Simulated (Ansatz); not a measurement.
BiBrH2 (SMILES [Br][BiH2]) moved off its minimum; all values from Ansatz (a first-principles code), cores frozen in correlated methods. Elements past Kr take the def2 small-core potentials, without spin–orbit coupling.
(charge 0, multiplicity 1)
```xyz
4

Bi    -0.4405    -0.4104     0.3613
H     -1.9991    -0.1446    -0.5348
H     -0.0087    -1.9760    -0.6256
Br     1.0782     1.1627    -0.9230
```

Give the forces (eV/Å), the total energy and the dipole at CCSD(T)/def2-TZVPPD.


```csv
atom,Fx,Fy,Fz
Bi1,-0.455,-1.463,0.443
H2,0.222,0.004,-0.158
H3,-0.283,0.824,0.364
Br4,0.517,0.636,-0.649
```
Energy -2787.4818 hartree, dipole 2.63 D.
